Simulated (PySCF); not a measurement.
XPS shifts beside NMR shieldings

C3H5BF2Si.
Bonds: C1–C2, C2–C3 (triple), C3–Si4, Si4–B5, B5–F6, B5–F7. Hydrogens: H8, H9, H10 on C1; H11, H12 on Si4.

Binding energies: PySCF, delta-SCF UKS SCAN, pcX-2 on the ionised atom, pcseg-1 elsewhere, spin-free X2C. Shieldings: GIAO KT3/pcSseg-2, non-relativistic, same geometry.

```tsv
atom	isotropic shielding (ppm)
C1	174.0
C2	72.3
C3	115.5
```

What are the C 1s binding energies of these atoms?

| atom | environment | C 1s (eV) | isotropic shielding (ppm) |
| --- | --- | --- | --- |
| C3 | alkyne carbon | 289.76 | 115.5 |
| C2 | alkyne carbon | 290.50 | 72.3 |
| C1 | propargylic carbon | 291.81 | 174.0 |

Among the listed atoms, is the one with the highest binding energy also the least shielded?

No. The highest binding energy is at C1 (291.81 eV, shielding 174.0 ppm), the lowest shielding at C2 (72.3 ppm, 290.50 eV).

By binding energy: C3 < C2 < C1. By shielding: C2 < C3 < C1.

The unrestricted hole states depart most from a pure doublet (⟨S²⟩ = 0.75; over 0.85 named) for C 1s of C2 (0.86), which makes this value less certain. Geometry: PBE0-D3(BJ)/def2-SVP, one conformer, isolated molecule.

The values belong to the conformer `[CH3:1][C:2]#[C:3][SiH2:4][B:5]([F:6])[F:7]`: C3–Si4–B5–F6 56°.
